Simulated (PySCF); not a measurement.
# How the method changes the constants of ZnP

State: ⁴Σ⁻ (quartet), unpaired electrons σ ↑, π ↑↑. Set-up: basis Zn def2-SVP, P def2-SVP; no relativity; PySCF 2.14. De refers to Zn + P in their high-spin ground configurations, without counterpoise correction. The functionals are run spin-unrestricted. A positive dipole means Zn(−)P(+).

```json
{"Level": "PBE", "Re (Å)": "2.464", "ωe (cm⁻¹)": "211", "De (eV)": "0.55", "μ (D)": "-1.09", "CPU s a point (SCF and correlation, without the integrals)": "0.56"}
{"Level": "r²SCAN", "Re (Å)": "2.415", "ωe (cm⁻¹)": "237", "De (eV)": "0.63", "μ (D)": "-1.45", "CPU s a point (SCF and correlation, without the integrals)": "0.78"}
{"Level": "TPSSh", "Re (Å)": "2.451", "ωe (cm⁻¹)": "223", "De (eV)": "0.55", "μ (D)": "-1.49", "CPU s a point (SCF and correlation, without the integrals)": "0.87"}
{"Level": "PBE0", "Re (Å)": "2.457", "ωe (cm⁻¹)": "218", "De (eV)": "0.472", "μ (D)": "-1.40", "CPU s a point (SCF and correlation, without the integrals)": "0.98"}
{"Level": "r²SCAN0", "Re (Å)": "2.427", "ωe (cm⁻¹)": "235", "De (eV)": "0.53", "μ (D)": "-1.61", "CPU s a point (SCF and correlation, without the integrals)": "0.84"}
{"Level": "BHandHLYP", "Re (Å)": "2.514", "ωe (cm⁻¹)": "187", "De (eV)": "0.245", "μ (D)": "-1.38", "CPU s a point (SCF and correlation, without the integrals)": "0.53"}
```

The bond length runs from 2.415 Å (r²SCAN) to 2.514 Å (BHandHLYP). De spans 0.24 eV (BHandHLYP, global hybrid GGA) to 0.63 eV (r²SCAN, meta-GGA).

The state was picked by a PBE0 search and need not be the measured ground state.

The whole job (state search and all levels along the bond) took about 2.5 min on 1 thread of Oxide Virtual Turin-like (shared host), peak memory 0.56 GiB.
